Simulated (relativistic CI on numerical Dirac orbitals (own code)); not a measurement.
Values are calculated unless marked as measured or tabulated.
## Quantum defects of the np series of Kr VIII

Problem. The np ²P° levels with J = 3/2 of Kr VIII lie at 4p: 153476.0, 5p: 550444.0, 6p: 722471.0, 7p: 813550.0, 8p: 867745.0 cm⁻¹ (Saloman, J. Phys. Chem. Ref. Data 36, 215 (2007)), and the ionisation limit at 1014661.6 cm⁻¹ (NIST ASD). Find the quantum defects and predict 9p.

Working.
1. The outer electron sees the charge z = 8; R = 109736.60 cm⁻¹ for this mass. The binding energy T = limit − E defines n* = z√(R/T).
2. Values: 4p: T = 861185.6, n* = 2.8557, δ = n − n* = 1.1443; 5p: T = 464217.6, n* = 3.8896, δ = n − n* = 1.1104; 6p: T = 292190.6, n* = 4.9027, δ = n − n* = 1.0973; 7p: T = 201111.6, n* = 5.9095, δ = n − n* = 1.0905; 8p: T = 146916.6, n* = 6.9140, δ = n − n* = 1.0860.
3. With δ held at 1.0860: E(9p) = limit − Rz²/(9 − δ)² = 902527.5 cm⁻¹.
4. The Ritz form δ = δ₀ + a/n*² through the last two members has a = 0.5913 and δ₀ = 1.0736, so with n* ≈ 9 − 1.0860, δ(9) = 1.0831 and E = 902610.4 cm⁻¹.

Check. The measured level is 902635.0 cm⁻¹ (δ = 1.0822), so the two predictions miss by -107.5 and -24.6 cm⁻¹. The defect is large because this electron penetrates the core.
